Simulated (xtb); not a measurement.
C$_{6}$H$_{14}$AlO$_{2}$, charge +2, doublet, geometry from GFN2-xTB of the parent state (such geometries of metal compounds can be far from the true shape) (a state made from the parent by changing its charge; the spin is typed, not shown lowest); GFN1-xTB run with xtb.

Input for xtb:
```
$ xtb mol.xyz --gfn 1 --chrg 2 --uhf 1 --json

# file mol.xyz
23

Al    -0.06489000     0.07302100    -0.02164304
O     -0.74167654    -0.06797055     1.48959386
C     -1.34465538    -0.24542795     2.74564705
C     -0.78590050    -1.50056456     3.41016958
C     -2.85912552    -0.33458999     2.58033630
H     -1.09825445     0.63133145     3.36187800
H     -1.01834050    -2.37111511     2.80068553
H     -1.21833972    -1.62994522     4.39941019
H      0.29471361    -1.42029144     3.50172023
H     -3.23045922     0.56210354     2.08971305
H     -3.10940379    -1.19546240     1.96417409
H     -3.34096176    -0.43557428     3.54988716
O      0.65408158     0.53404850    -1.44728820
C      1.31114141     0.86830031    -2.64279541
C      1.03030390    -0.19881636    -3.69715278
C      2.80849146     1.01122591    -2.38542695
H      0.90903608     1.83231394    -2.98664233
H      1.41972441    -1.15698343    -3.36006985
H      1.50101617     0.06744395    -4.64045946
H     -0.04219118    -0.29480770    -3.84904116
H      2.98151368     1.76371456    -1.61958686
H      3.21151133     0.06291010    -2.03652311
H      3.32323263     1.30570156    -3.29689835
```

Question: What does xtb print? Leave out banner, timings and long lists.

Answer: 
```
   ID    Z sym.   atoms
    1   13 Al     1
    2    8 O      2, 13
    3    6 C      3-5, 14-16
    4    1 H      6-12, 17-23

           -------------------------------------------------
          |                Calculation Setup                |
           -------------------------------------------------

           -------------------------------------------------
          |                 G F N 1 - x T B                 |
           -------------------------------------------------

          ...................................................
          :                      SETUP                      :
          :.................................................:
          :  # basis functions                  70          :
          :  # atomic orbitals                  69          :
          :  # shells                           47          :
          :  # electrons                        51          :
          :  # halogen bonds                     0          :
          :  max. iterations                   250          :
          :  Hamiltonian                  GFN1-xTB          :
          :  restarted?                      false          :
          :  GBSA solvation                  false          :
          :  PC potential                    false          :
          :  electronic temp.          300.0000000     K    :
          :  accuracy                    1.0000000          :
          :  -> integral cutoff          0.2500000E+02      :
          :  -> integral neglect         0.1000000E-07      :
          :  -> SCF convergence          0.1000000E-05 Eh   :
          :  -> wf. convergence          0.2000000E-04 e    :
          :  Broyden damping             0.4000000          :
          :  net charge                          2          :
          :  unpaired electrons                  1          :
          ...................................................

 iter      E             dE          RMSdq      gap      omega  full diag
   1    -30.0611350 -0.300611E+02  0.768E+00    2.58       0.0  T
   2    -30.1806033 -0.119468E+00  0.438E+00    1.22       1.0  T
   3    -30.0757602  0.104843E+00  0.182E+00    1.81       1.0  T
   4    -30.0680548  0.770542E-02  0.110E+00    0.51       1.0  T
   5    -30.1480363 -0.799816E-01  0.579E-01    1.33       1.0  T
   6    -30.1365256  0.115108E-01  0.656E-01    1.26       1.0  T
   7    -30.1619058 -0.253802E-01  0.463E-01    1.38       1.0  T
   8    -30.1434855  0.184203E-01  0.590E-01    1.30       1.0  T
   9    -30.1939120 -0.504265E-01  0.811E-02    1.42       1.0  T
  10    -30.1909378  0.297420E-02  0.158E-01    1.41       1.0  T
  11    -30.1933510 -0.241322E-02  0.978E-02    1.41       1.0  T
  12    -30.1931531  0.197902E-03  0.104E-01    1.41       1.0  T
  13    -30.1937401 -0.586986E-03  0.830E-02    1.41       1.0  T
  14    -30.1948028 -0.106268E-02  0.286E-03    1.41       7.3  T
  15    -30.1948014  0.137829E-05  0.409E-03    1.41       5.1  T
  16    -30.1948038 -0.246545E-05  0.893E-04    1.41      23.4  T
  17    -30.1948040 -0.121717E-06  0.109E-04    1.41     191.4  T
  18    -30.1948039  0.156820E-07  0.339E-04    1.41      61.5  T
  19    -30.1948040 -0.163487E-07  0.873E-05    1.41     238.8  T

   *** convergence criteria satisfied after 19 iterations ***

         :::::::::::::::::::::::::::::::::::::::::::::::::::::
         ::                     SUMMARY                     ::
         :::::::::::::::::::::::::::::::::::::::::::::::::::::
         :: total energy             -29.874906044481 Eh    ::
         :: gradient norm              0.083499420903 Eh/a0 ::
         :: HOMO-LUMO gap              1.411458358825 eV    ::
         ::.................................................::
         :: SCC energy               -30.194803964639 Eh    ::
         :: -> electrostatic           0.369605291657 Eh    ::
         :: repulsion energy           0.328334959400 Eh    ::
         :: dispersion energy         -0.008437039242 Eh    ::
         :: halogen bond corr.         0.000000000000 Eh    ::
         :: add. restraining           0.000000000000 Eh    ::
         :: total charge               2.000000000825 e     ::
         :::::::::::::::::::::::::::::::::::::::::::::::::::::

           -------------------------------------------------
          |                Property Printout                |
           -------------------------------------------------

    * Orbital Energies and Occupations

         #    Occupation            Energy/Eh            Energy/eV
      -------------------------------------------------------------
         1        2.0000           -1.1330711             -30.8324
       ...           ...                  ...                  ...
        14        2.0000           -0.8656703             -23.5561
        15        2.0000           -0.8254333             -22.4612
        16        2.0000           -0.8226018             -22.3841
        17        2.0000           -0.8052284             -21.9114
        18        2.0000           -0.8046495             -21.8956
        19        2.0000           -0.8038602             -21.8741
        20        2.0000           -0.7999077             -21.7666
        21        2.0000           -0.7926399             -21.5688
        22        2.0000           -0.7916312             -21.5414
        23        1.9882           -0.7736505             -21.0521
        24        1.9813           -0.7732064             -21.0400
        25        1.7377           -0.7704251             -20.9643
        26        1.2928           -0.7686049             -20.9148 (HOMO)
        27                         -0.7167348             -19.5033 (LUMO)
        28                         -0.4517035             -12.2915
        29                         -0.4496380             -12.2353
        30                         -0.4292275             -11.6799
        31                         -0.4172089             -11.3528
        32                         -0.4108653             -11.1802
        33                         -0.4070618             -11.0767
        34                         -0.4011469             -10.9158
        35                         -0.3985513             -10.8451
        36                         -0.3942509             -10.7281
        37                         -0.3918354             -10.6624
       ...                                ...                  ...
        69                          0.7343788              19.9835
      -------------------------------------------------------------
                  HL-Gap            0.0518701 Eh            1.4115 eV
             Fermi-level           -0.7560210 Eh          -20.5724 eV

  Mulliken/CM5 charges         n(s)   n(p)   n(d)
     1Al    0.96880  0.98648   0.679  0.904  0.448
     2O    -0.41303 -0.47552   1.629  4.784  0.000
     3C     0.27287  0.23020   1.049  2.678  0.000
     4C    -0.07951 -0.22657   1.039  3.040  0.000
     5C    -0.08132 -0.22837   1.039  3.042  0.000
     6H     0.15678  0.22265   0.843  0.000  0.000
     7H     0.11382  0.16883   0.886  0.000  0.000
     8H     0.11007  0.16278   0.890  0.000  0.000
     9H     0.10470  0.15927   0.895  0.000  0.000
    10H     0.10614  0.16071   0.894  0.000  0.000
    11H     0.11512  0.17013   0.885  0.000  0.000
    12H     0.10992  0.16262   0.890  0.000  0.000
    13O    -0.41303 -0.47552   1.629  4.784  0.000
    14C     0.27300  0.23034   1.049  2.678  0.000
    15C    -0.07922 -0.22629   1.039  3.040  0.000
    16C    -0.08134 -0.22839   1.039  3.042  0.000
    17H     0.15656  0.22244   0.843  0.000  0.000
    18H     0.11385  0.16886   0.886  0.000  0.000
    19H     0.10983  0.16253   0.890  0.000  0.000
    20H     0.10524  0.15982   0.895  0.000  0.000
    21H     0.10578  0.16035   0.894  0.000  0.000
    22H     0.11454  0.16953   0.885  0.000  0.000
    23H     0.11045  0.16315   0.890  0.000  0.000

Wiberg/Mayer (AO) data.
largest (>0.10) Wiberg bond orders for each atom

 ---------------------------------------------------------------------------
     #   Z sym  total        # sym  WBO       # sym  WBO       # sym  WBO
 ---------------------------------------------------------------------------
     1  13 Al   3.220 --     2 O    1.331    13 O    1.331
     2   8 O    2.285 --     1 Al   1.331     3 C    0.845
     3   6 C    3.717 --     5 C    0.981     4 C    0.972     2 O    0.845
                             6 H    0.828
     4   6 C    3.892 --     3 C    0.972     8 H    0.953     9 H    0.941
                             7 H    0.913
     5   6 C    3.897 --     3 C    0.981    12 H    0.953    10 H    0.940
                            11 H    0.909
     6   1 H    0.883 --     3 C    0.828
     7   1 H    0.948 --     4 C    0.913
     8   1 H    0.981 --     4 C    0.953
     9   1 H    0.973 --     4 C    0.941
    10   1 H    0.972 --     5 C    0.940
    11   1 H    0.946 --     5 C    0.909
    12   1 H    0.981 --     5 C    0.953
    13   8 O    2.284 --     1 Al   1.331    14 C    0.845
    14   6 C    3.716 --    16 C    0.981    15 C    0.971    13 O    0.845
                            17 H    0.829
    15   6 C    3.890 --    14 C    0.971    19 H    0.954    20 H    0.941
                            18 H    0.913
    16   6 C    3.898 --    14 C    0.981    23 H    0.953    21 H    0.940
                            22 H    0.910
    17   1 H    0.883 --    14 C    0.829
    18   1 H    0.947 --    15 C    0.913
    19   1 H    0.981 --    15 C    0.954
    20   1 H    0.972 --    15 C    0.941
    21   1 H    0.972 --    16 C    0.940
    22   1 H    0.946 --    16 C    0.910
    23   1 H    0.981 --    16 C    0.953
 ---------------------------------------------------------------------------

Topologies differ in total number of bonds
Writing topology from bond orders to xtbtopo.mol

 dipole moment from electron density (au)
     X       Y       Z
  -0.0578  -0.0210  -0.0359  total (Debye):    0.181

           -------------------------------------------------
          | TOTAL ENERGY              -29.874906044481 Eh   |
          | GRADIENT NORM               0.083499420903 Eh/α |
          | HOMO-LUMO GAP               1.411458358825 eV   |
           -------------------------------------------------

normal termination of xtb
```
